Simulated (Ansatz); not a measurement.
`OC(O)(O)I` and `OC(O)(O)Cl` differ in one atom or group.

Ansatz, PBE0-D4/def2-TZVP geometries, multiplicity 1. Each molecule was computed in one conformer, which needn't be the lowest.

Elements past krypton have def2 core potentials.

```tsv
property	`OC(O)(O)I`
LUMO energy (PBE/def2-TZVPP) / eV	-2.25
HOMO energy (ωB97M-V/def2-TZVPP) / eV	-9.41
size of the dipole moment (B3LYP/def2-TZVPP) / D	0.99
HOMO–LUMO gap (ωB97M-V/def2-TZVPP) / eV	10.00
HOMO energy (PBE/def2-TZVPP) / eV	-6.05
zero-point energy (PBE0-D4/def2-TZVP) / kJ/mol	134.2
```

Question: Give the same properties after the change, and the shifts. (An estimate is asked.)

Answer: The calculation gave: 
| property | `OC(O)(O)Cl` | shift |
| --- | --- | --- |
| LUMO energy (PBE/def2-TZVPP) / eV | -0.85 | 1.40 |
| HOMO energy (ωB97M-V/def2-TZVPP) / eV | -10.97 | -1.56 |
| size of the dipole moment (B3LYP/def2-TZVPP) / D | 0.09 | -0.90 |
| HOMO–LUMO gap (ωB97M-V/def2-TZVPP) / eV | 13.04 | 3.04 |
| HOMO energy (PBE/def2-TZVPP) / eV | -7.05 | -1.00 |
| zero-point energy (PBE0-D4/def2-TZVP) / kJ/mol | 136.3 | 2.1 |

With PBE0 the HOMO falls by 1.37 eV and the LUMO rises by 1.61 eV, so the gap widens by about 2.98 eV. PBE moves the HOMO by -1.00 eV and ωB97M-V by -1.56 eV. Dipoles are sizes alone; their direction can turn.

B3LYP here is the variant with VWN-RPA as its local correlation; programs differ in this.

Spin–orbit coupling is left out; it splits and shifts lone-pair levels of the heavy atoms by tenths of an eV.
